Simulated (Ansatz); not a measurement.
(SiO)n off: PBE0-D4/def2-TZVP single points in Ansatz on relaxed structures, gas phase. Each cluster is the lowest isomer that a short search found in that spin, judged at the geometry's level, and lower ones may exist. Binding counts from free atoms in the multiplicity of their measured ground term, without zero-point energy. Singlets are spin-restricted. A dash marks a value that wasn't run or was left out as unsound. The structures are stationary points that may keep the symmetry of their start. Remarks come from the PBE and PBE0 runs and from stability tests at other levels; not every state was tested. HOMO above LUMO (over both spins in singlets and doublets, within one spin in higher multiplets; at PBE or PBE0), or a gap under 0.15 eV within one spin, warns that the state may not be the lowest or that an electron is smeared out.

| species | atoms | state | geometry | HOMO (eV) | LUMO (eV) | gap (eV) | vertical IE (eV) | binding per atom (eV) | lowest of the spins relaxed | point group (within 0.1 Å) | remarks |
| --- | --- | --- | --- | --- | --- | --- | --- | --- | --- | --- | --- |
| Si5O4 | 9 | singlet | PBE-D4/def2-SVP | -5.76 | -2.56 | 3.20 | – | 4.60 | – | C2 | restricted SCF unstable in HF |
| Si5O6 | 11 | singlet | PBE-D4/def2-SVP | -7.93 | -4.08 | 3.85 | 9.43 | 4.86 | – | Cs | gap within one spin near zero at PBE or PBE0 (+1 doublet), HOMO above LUMO (+1 doublet) |

Q: Estimate the rows for SiO2 (singlet, PBE0-D4/def2-TZVP geometry).

A: 
```tsv
species	atoms	state	geometry	HOMO (eV)	LUMO (eV)	gap (eV)	vertical IE (eV)	binding per atom (eV)	lowest of the spins relaxed	point group (within 0.1 Å)
SiO2	3	singlet	PBE0-D4/def2-TZVP	-9.95	-3.46	6.50	12.50	4.12	singlet, of singlet/triplet/quintet	D∞h
```

The gap (eV) runs from 3.20 (Si5O4) to 6.50 (SiO2). The binding per atom (eV) runs from 4.12 (SiO2) to 4.86 (Si5O6).
